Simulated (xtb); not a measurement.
FNa (SMILES [F][Na]), singlet, at a GFN2-xTB geometry (such geometries of metal compounds can be far from the true shape); GFN0-xTB in xtb.

The xtb input:
```
$ xtb mol.xyz --gfn 0 --ohess --json

# file mol.xyz
2

Na    -0.00000000    -0.00000000    -0.78691227
F      0.00000000     0.00000000     0.96178167
```

The log (banner, timings and long lists left out):

```
   ID    Z sym.   atoms
    1   11 Na     1
    2    9 F      2

           -------------------------------------------------
          |                Calculation Setup                |
           -------------------------------------------------

           -------------------------------------------------
          |                 G F N 0 - x T B                 |
           -------------------------------------------------

          ...................................................
          :                      SETUP                      :
          :.................................................:
          :  # basis functions                   8          :
          :  # atomic orbitals                   8          :
          :  # shells                            4          :
          :  # electrons                         8          :
          :  electronic temp.          300.0000000     K    :
          :  accuracy                    1.0000000          :
          :  -> integral cutoff          0.2500000E+02      :
          :  -> integral neglect         0.1000000E-07      :
          ...................................................

         :::::::::::::::::::::::::::::::::::::::::::::::::::::
         ::                     SUMMARY                     ::
         :::::::::::::::::::::::::::::::::::::::::::::::::::::
         :: total energy              -4.403468608138 Eh    ::
         :: gradient norm              0.052756206718 Eh/a0 ::
         :: HOMO-LUMO gap              4.759070599685 eV    ::
         ::.................................................::
         :: H0 energy                 -4.252120390194 Eh    ::
         :: repulsion energy           0.010779832881 Eh    ::
         :: electrostat energy        -0.162056359736 Eh    ::
         :: -> Gsolv                   0.000000000000 Eh    ::
         ::    -> Gsasa                0.000000000000 Eh    ::
         ::    -> Gshift               0.000000000000 Eh    ::
         :: dispersion energy         -0.000071691089 Eh    ::
         :: short-range corr.          0.000000000000 Eh    ::
         :: add. restraining           0.000000000000 Eh    ::
         :: total charge               0.000000000000 e     ::
         :::::::::::::::::::::::::::::::::::::::::::::::::::::

      -----------------------------------------------------------
     |                   =====================                   |
     |                        A N C O P T                        |
     |                   =====================                   |
     |               Approximate Normal Coordinate               |
     |                Rational Function Optimizer                |
      -----------------------------------------------------------
      -----------------------------------------------------------
     |                   =====================                   |
     |                        A N C O P T                        |
     |                   =====================                   |
     |               Approximate Normal Coordinate               |
     |                Rational Function Optimizer                |
      -----------------------------------------------------------

          ...................................................
          :                      SETUP                      :
          :.................................................:
          :   optimization level            normal          :
          :   max. optcycles                   200          :
          :   ANC micro-cycles                  20          :
          :   degrees of freedom                 1          :
          :.................................................:
          :   RF solver                   davidson          :
          :   write xtbopt.log                true          :
          :   linear (good luck)              true          :
          :   energy convergence         0.5000000E-05 Eh   :
[...]
 * total energy  :    -4.4034686 Eh     change        0.0000000E+00 Eh
 * total energy  :    -4.4059090 Eh     change       -0.2440435E-02 Eh
 * total energy  :    -4.4090737 Eh     change       -0.3164669E-02 Eh
 * total energy  :    -4.4097019 Eh     change       -0.6281782E-03 Eh
 * total energy  :    -4.4098285 Eh     change       -0.1265683E-03 Eh
 * total energy  :    -4.4098353 Eh     change       -0.6834944E-05 Eh
 * total energy  :    -4.4098361 Eh     change       -0.7842713E-06 Eh
   *** GEOMETRY OPTIMIZATION CONVERGED AFTER 7 ITERATIONS ***
         :: total energy              -4.409836078205 Eh    ::
[...]
  -0.0000  -0.0000  -3.6824  total (Debye):    9.360

           -------------------------------------------------
          |               Frequency Printout                |
           -------------------------------------------------
 vibrational frequencies (cm⁻¹)
eigval :        0.00     0.00     0.00     0.00     0.00   313.50
 reduced masses (amu)
   1: 21.18   2: 21.18   3: 21.18   4: 20.80   5: 20.80   6: 20.80
 IR intensities (km·mol⁻¹)
   1:  0.00   2:  0.00   3:  0.00   4: 19.91   5: 19.91   6:  8.62
 Raman intensities (Ä⁴*amu⁻¹)
   1:  0.00   2:  0.00   3:  0.00   4:  0.00   5:  0.00   6:  0.00
 output can be read by thermo (or use thermo option).
 writing <g98.out> molden fake output.
 recommended (thermochemical) frequency scaling factor: 1.0
           -------------------------------------------------
          |             Thermodynamic Functions             |
           -------------------------------------------------

cin symmetry found (for desy threshold:  0.10E+00) used in thermo

          ...................................................
          :                      SETUP                      :
          :.................................................:
          :  # frequencies                           1      :
          :  # imaginary freq.                       0      :
          :  linear?                              true      :
          :  only rotor calc.                    false      :
          :  symmetry                              cin      :
          :  rotational number                       1      :
          :  scaling factor                  1.0000000      :
          :  rotor cutoff                   50.0000000 cm⁻¹ :
          :  imag. cutoff                  -20.0000000 cm⁻¹ :
          :.................................................:

    mode    ω/cm⁻¹     T·S(HO)/kcal·mol⁻¹    T·S(FR)/kcal·mol⁻¹   T·S(vib)
   ------------------------------------------------------------------------
   ------------------------------------------------------------------------

   temp. (K)  partition function   enthalpy   heat capacity  entropy
                                   cal/mol     cal/K/mol   cal/K/mol   J/K/mol
 298.15  VIB   1.28                  253.239      1.648      1.344
         ROT   503.                  592.502      1.987     14.349
         INT   645.                  845.740      3.635     15.693
         TR   0.263E+27             1481.254      4.968     37.114
         TOT                        2326.9944     8.6030    52.8073   220.9457

       T/K    H(0)-H(T)+PV         H(T)/Eh          T*S/Eh         G(T)/Eh
   ------------------------------------------------------------------------
    298.15    0.370830E-02    0.442250E-02    0.250904E-01   -0.206680E-01
   ------------------------------------------------------------------------

         :::::::::::::::::::::::::::::::::::::::::::::::::::::
         ::                  THERMODYNAMIC                  ::
         :::::::::::::::::::::::::::::::::::::::::::::::::::::
         :: total free energy          -4.430504028367 Eh   ::
         ::.................................................::
         :: total energy               -4.409836078205 Eh   ::
         :: zero point energy           0.000714194916 Eh   ::
         :: G(RRHO) w/o ZPVE           -0.021382145077 Eh   ::
         :: G(RRHO) contrib.           -0.020667950162 Eh   ::
         :::::::::::::::::::::::::::::::::::::::::::::::::::::

optimized geometry written to: xtbopt.xyz

           -------------------------------------------------
          | TOTAL ENERGY               -4.409836078205 Eh   |
          | TOTAL ENTHALPY             -4.405413581691 Eh   |
          | TOTAL FREE ENERGY          -4.430504028367 Eh   |
          | GRADIENT NORM               0.000010428887 Eh/α |
          | HOMO-LUMO GAP               4.738622888542 eV   |
           -------------------------------------------------

normal termination of xtb
```
